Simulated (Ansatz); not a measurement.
One change: `CB([SiH3])CF` becomes `CBCF`.

Ansatz, PBE0-D4/def2-TZVP geometries, multiplicity 1. Each molecule was computed in one conformer, which needn't be the lowest.

```tsv
property	`CB([SiH3])CF`
HOMO energy (PBE/def2-TZVPP) / eV	-6.68
HOMO energy (B3LYP/def2-TZVPP) / eV	-7.77
HOMO–LUMO gap (PBE0/def2-TZVPP) / eV	6.27
HOMO–LUMO gap (PBE/def2-TZVPP) / eV	4.06
size of the dipole moment (ωB97M-V/def2-TZVPP) / D	2.58
HOMO–LUMO gap (B3LYP/def2-TZVPP) / eV	5.91
```

Task: Give the same properties after the change, and the shifts. (An estimate is asked.)

Result: Ansatz gave: 
| property | `CBCF` | shift |
| --- | --- | --- |
| HOMO energy (PBE/def2-TZVPP) / eV | -7.04 | -0.36 |
| HOMO energy (B3LYP/def2-TZVPP) / eV | -8.44 | -0.67 |
| HOMO–LUMO gap (PBE0/def2-TZVPP) / eV | 7.58 | 1.31 |
| HOMO–LUMO gap (PBE/def2-TZVPP) / eV | 4.96 | 0.90 |
| size of the dipole moment (ωB97M-V/def2-TZVPP) / D | 2.30 | -0.28 |
| HOMO–LUMO gap (B3LYP/def2-TZVPP) / eV | 7.14 | 1.23 |

With PBE0 the HOMO falls by 0.70 eV and the LUMO rises by 0.61 eV, so the gap widens by about 1.31 eV. PBE moves the HOMO by -0.36 eV and ωB97M-V by -0.91 eV. Dipoles are sizes alone; their direction can turn.

B3LYP here is the variant with VWN-RPA as its local correlation; programs differ in this.
